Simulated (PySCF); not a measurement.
## Ionisation energy of Re by level of theory

Re [Xe] 4f14 5d5 6s2 [5d3/2^4 5d5/2^1, M_J = 5/2] → Re⁺ [Xe] 4f14 5d5 6s1 [5d3/2^4 5d5/2^1 6s1/2^1, M_J = 3], as a difference of total energies. Computed with PySCF 2.14 in x2c-SVPall-2c (7s9p9d2f, 93 functions), with the two-component X2C-1e Hamiltonian. "Screened" scales the spin-orbit matrix elements by Boettger's factors to mimic the two-electron term; Breit and QED terms are absent.

| method | ionisation energy (eV) | error (eV) |
| --- | --- | --- |
| GHF (spin-free) | 5.990 | -1.844 |
| GHF (screened spin-orbit) | 6.008 | -1.826 |

Reference: 7.834 eV (measured; NIST Atomic Spectra Database, ionization energies).

Errors of the correlated levels include the incompleteness of this basis and the frozen core.

The labels give the starting determinants; with spin-orbit coupling the two ends relaxed to ⟨J²⟩ = 8.80, ⟨L²⟩ = 0.24, ⟨S²⟩ = 8.60 and ⟨J²⟩ = 12.00, ⟨L²⟩ = 0.21, ⟨S²⟩ = 11.81.
